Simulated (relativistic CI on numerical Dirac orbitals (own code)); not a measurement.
Forbidden transitions in Tb XXIV

Method of calculation: Dirac-Coulomb-Breit CI, orbitals from a KLI potential per configuration, model QED, unscaled Slater integrals (own radial code, finite nucleus).

Configurations in the expansion (outside the closed core [Ar] 3d10): 4s2 4p6 4d6, 4s2 4p5 4d7, 4s2 4p6 4d5 4f, 4s2 4p4 4d8, 4s 4p6 4d7, 4p6 4d8, 4s2 4p6 4d5 5s, 4s 4p6 4d6 4f, 4s2 4p6 4d5 5p, 4s2 4p6 4d5 5d, 4s2 4p6 4d4 5s2, 4s2 4p4 4d7 5s, 4s2 4p6 4d5 6s, 4s 4p6 4d6 5s, 4s 4p6 4d5 5s2, 4p6 4d7 5s. Levels of other configurations are missing.

```tsv
λ vac (Å)	Lower	Upper	Type	A (s⁻¹)	gf	Branching (%)
734.01	4s2 4p6 4d6 5D_4 [1]	4s2 4p6 4d6 3F_3 [18]	M1	1.25e+03	7.06e-07	38.7
741.61	4s2 4p6 4d6 5D_4 [1]	4s2 4p6 4d6 3F_4 [17]	M1	8.55e+02	6.35e-07	9.6
835.50	4s2 4p6 4d6 3P_2 [2]	4s2 4p6 4d6 3F_3 [18]	M1	8.68e+02	6.36e-07	26.9
872.01	4s2 4p6 4d6 5D_1 [5]	4s2 4p6 4d6 3P_1 [23]	M1	2.31e+03	7.89e-07	39.0
922.38	4s2 4p6 4d6 3P_2 [2]	4s2 4p6 4d6 3D_2 [15]	M1	1.12e+03	7.15e-07	34.7
949.62	4s2 4p6 4d6 3P_2 [2]	4s2 4p6 4d6 3D_1 [12]	M1	5.77e+02	2.34e-07	17.3
997.06	4s2 4p6 4d6 5D_3 [4]	4s2 4p6 4d6 1F_3 [20]	M1	3.70e+03	3.86e-06	51.7
1052.2	4s2 4p6 4d6 5D_4 [1]	4s2 4p6 4d6 3F_3 [10]	M1	2.26e+03	2.62e-06	65.7
1061.8	4s2 4p6 4d6 5D_4 [6]	4s2 4p6 4d6 3G_3 [21]	M1	1.24e+03	1.46e-06	22.7
1106.8	4s2 4p6 4d6 5D_3 [4]	4s2 4p6 4d6 3F_3 [18]	M1	2.75e+02	3.54e-07	8.5
1124.1	4s2 4p6 4d6 5D_3 [4]	4s2 4p6 4d6 3F_4 [17]	M1	2.70e+02	4.60e-07	3.0
1194.1	4s2 4p6 4d6 5D_4 [6]	4s2 4p6 4d6 1F_3 [20]	M1	2.24e+03	3.36e-06	31.3
1204.1	4s2 4p6 4d6 5D_4 [6]	4s2 4p6 4d6 3H_5 [19]	M1	1.71e+02	4.08e-07	3.9
1214.0	4s2 4p6 4d6 5D_4 [1]	4s2 4p6 4d6 3G_5 [7]	M1	7.86e+02	1.91e-06	90.9
1264.6	4s2 4p6 4d6 5D_3 [4]	4s2 4p6 4d6 3D_2 [15]	M1	1.35e+03	1.62e-06	41.8
1268.6	4s2 4p6 4d6 5D_0 [3]	4s2 4p6 4d6 3D_1 [12]	M1	1.85e+03	1.34e-06	55.5
1274.0	4s2 4p6 4d6 3P_2 [2]	4s2 4p6 4d6 3F_3 [10]	M1	4.42e+02	7.53e-07	12.9
1300.9	4s2 4p6 4d6 3G_5 [7]	4s2 4p6 4d6 1I_6 [22]	M1	1.05e+03	3.45e-06	30.5
1327.6	4s2 4p6 4d6 3P_2 [2]	4s2 4p6 4d6 3F_2 [9]	M1	3.07e+03	4.05e-06	86.6
1337.8	4s2 4p6 4d6 3H_6 [8]	4s2 4p6 4d6 1I_6 [22]	M1	2.38e+03	8.30e-06	69.3
1355.0	4s2 4p6 4d6 5D_4 [6]	4s2 4p6 4d6 3F_3 [18]	M1	2.25e+02	4.34e-07	7.0
1381.1	4s2 4p6 4d6 5D_4 [6]	4s2 4p6 4d6 3F_4 [17]	M1	6.14e+03	1.58e-05	69.0
1441.6	4s2 4p6 4d6 5D_1 [5]	4s2 4p6 4d6 3D_2 [15]	M1	4.64e+02	7.22e-07	14.4
1490.9	4s2 4p6 4d6 5D_1 [5]	4s2 4p6 4d6 5D_0 [13]	M1	1.24e+04	4.13e-06	99.9
1509.3	4s2 4p6 4d6 5D_1 [5]	4s2 4p6 4d6 3D_1 [12]	M1	7.86e+02	8.05e-07	23.6
1544.6	4s2 4p6 4d6 3F_2 [9]	4s2 4p6 4d6 3G_3 [21]	M1	1.18e+03	2.95e-06	21.6
1584.4	4s2 4p6 4d6 3G_5 [7]	4s2 4p6 4d6 3H_5 [19]	M1	1.38e+03	5.72e-06	31.5
1601.6	4s2 4p6 4d6 5D_4 [1]	4s2 4p6 4d6 5D_4 [6]	M1	4.13e+03	1.43e-05	99.6
1624.1	4s2 4p6 4d6 3F_3 [10]	4s2 4p6 4d6 3G_3 [21]	M1	2.30e+03	6.38e-06	42.3
1639.1	4s2 4p6 4d6 5D_3 [4]	4s2 4p6 4d6 5D_2 [11]	M1	7.12e+03	1.43e-05	84.5
1639.5	4s2 4p6 4d6 3H_6 [8]	4s2 4p6 4d6 3H_5 [19]	M1	2.60e+03	1.15e-05	59.3
1652.6	4s2 4p6 4d6 5D_4 [6]	4s2 4p6 4d6 3G_4 [14]	M1	1.04e+03	3.82e-06	85.4
1841.3	4s2 4p6 4d6 3F_2 [9]	4s2 4p6 4d6 1F_3 [20]	M1	9.75e+02	3.47e-06	13.6
1905.8	4s2 4p6 4d6 3G_5 [7]	4s2 4p6 4d6 3F_4 [17]	M1	1.54e+03	7.54e-06	17.3
1949.3	4s2 4p6 4d6 5D_1 [5]	4s2 4p6 4d6 5D_2 [11]	M1	1.29e+03	3.67e-06	15.3
2034.3	4s2 4p6 4d6 5D_3 [4]	4s2 4p6 4d6 3F_3 [10]	M1	4.74e+02	2.06e-06	13.8
2065.2	4s2 4p6 4d6 3D_1 [12]	4s2 4p6 4d6 3P_1 [23]	M1	1.17e+03	2.25e-06	19.8
2179.3	4s2 4p6 4d6 5D_4 [1]	4s2 4p6 4d6 5D_3 [4]	M1	2.52e+03	1.26e-05	86.8
2207.0	4s2 4p6 4d6 3D_2 [15]	4s2 4p6 4d6 3P_1 [23]	M1	9.44e+02	2.07e-06	15.9
2254.1	4s2 4p6 4d6 3F_2 [9]	4s2 4p6 4d6 3F_3 [18]	M1	3.82e+02	2.04e-06	11.9
2560.9	4s2 4p6 4d6 3P_2 [2]	4s2 4p6 4d6 5D_1 [5]	M1	2.49e+03	7.35e-06	98.0
2756.6	4s2 4p6 4d6 5D_1 [5]	4s2 4p6 4d6 3F_2 [9]	M1	3.07e+02	1.75e-06	8.7
2970.5	4s2 4p6 4d6 3G_4 [14]	4s2 4p6 4d6 3G_3 [21]	M1	3.66e+02	3.39e-06	6.7
3067.0	4s2 4p6 4d6 5D_4 [6]	4s2 4p6 4d6 3F_3 [10]	M1	2.58e+02	2.54e-06	7.5
3408.6	4s2 4p6 4d6 3P_2 [2]	4s2 4p6 4d6 5D_3 [4]	M1	3.84e+02	4.68e-06	13.2
```

Terms are leading LS components. Brackets give the number of a level in order of energy, since labels repeat. The list gives strong lines, with weight on those to low levels, among the lowest 200 of 2898 levels, so that lines to higher ones, which can be the strongest, are missing. Levels whose partners in the same complex of configurations lie outside the list can be far off, and so can their lines. Rates are taken at the computed energies, electric ones in the length gauge.

At this charge energies of transitions that change n are usually good to better than 1 %, and those within a shell (Δn = 0) to a few per cent. Terms inside the open d or f shell come out 10 to 20 % too wide with unscaled integrals.

LS names give the leading component of a level, which can be under half, so a name can repeat, a term be missing and a line seem to break the LS rules.
